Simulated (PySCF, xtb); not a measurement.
C2H6O3Sn, SMILES C=[CH][Sn]([OH])([OH])[OH] (connectivity only; charge and spin as stated), charge +1, multiplicity 2. One conformer was computed; it need not be the lowest.

Harmonic wavenumbers (cm⁻¹) from GFN2-xTB (xtb 6.7.1) at its own minimum, in rising order: 38, 67, 77, 125, 127, 129, 192, 283, 288, 300, 332, 335, 406, 518, 526, 673, 765, 779, 808, 818, 924, 961, 1225, 1720, 2889, 2989, 3042, 3502, 3520, 3530.

Problem. What does PBE-D3(BJ)/def2-SVP in PySCF 2.14.0 give at its own minimum? (The exact figures need the calculation; the answer reports its results.)

Solution. 40, 75, 102, 112, 128, 135, 204, 210, 262, 312, 382, 433, 550, 578, 597, 764, 801, 825, 831, 847, 947, 1035, 1288, 1498, 2988, 3101, 3110, 3628, 3650, 3655. Paired by order, the mean absolute difference is 62 cm⁻¹ and the zero-point energies are 45.6 and 47.3 kcal/mol.
